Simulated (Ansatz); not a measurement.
`C[SiH2]/N=C/F` + `O[SiH3]` → `C[SiH2]O[SiH3]` + `N=CF` at 298.15 K and 1 bar (ligand exchange at the Si–N bond).

Program: Ansatz. Geometries: PBE0-D4/def2-TZVP. ΔE: electronic, gas phase. CCSD(T)/CBS adds triple-zeta CCSD(T) − MP2 to the extrapolated MP2 energy (def2 sets, frozen cores). This one scheme is used for every species. One conformer a species, not always the lowest.

| species | CCSD(T)/CBS energy (Eh) | H − E (kJ/mol) | S (J/(mol·K)) |
| --- | --- | --- | --- |
| `C[SiH2]/N=C/F` | -523.29934 | 224.2 | 343.1 |
| `O[SiH3]` | -366.69042 | 113.6 | 257.8 |
| `C[SiH2]O[SiH3]` | -696.28988 | 242.3 | 371.9 |
| `N=CF` | -193.72220 | 98.3 | 248.2 |

H − E and S are ideal-gas, rigid-rotor, harmonic terms from PBE0-D4/def2-TZVP, for one conformer and one mirror image of each species. 1 Eh = 2625.50 kJ/mol, R = 8.31446 J/(mol·K).

By hand: ΔE, ΔH, ΔS and ΔG.

ΔE = (-696.28988) + (-193.72220) − (-523.29934) − (-366.69042) = -0.02232 Eh = -58.6 kJ/mol. Δ(H − E) = 242.3 + 98.3 − 224.2 − 113.6 = 2.8, so ΔH = -55.8 kJ/mol. ΔS = 371.9 + 248.2 − 343.1 − 257.8 = 19.2 J/(mol·K). ΔG = -55.8 − 298.15 × (19.2)/1000 = -61.5 kJ/mol.

By hand: the equilibrium constant, and the temperature at which ΔG would vanish if ΔH and ΔS stayed fixed.

log₁₀ K = −ΔG/(RT ln 10) = 10.8. ΔH and −TΔS have one sign here, so there is no such temperature.

ΔH outweighs TΔS. A doubt of 5 kJ/mol in ΔE shifts log₁₀ K by 0.9 here. Other conformers and mirror images would add mixing entropy, several J/(mol·K) or more a flexible species. Modes under 60 cm⁻¹, often nearly free rotors, make the harmonic entropy too high. These are equilibria of isolated gas molecules and say nothing of rates. Largest T1 diagnostic: 0.013 (customary marks: 0.02 for closed shells, 0.045 for open ones).
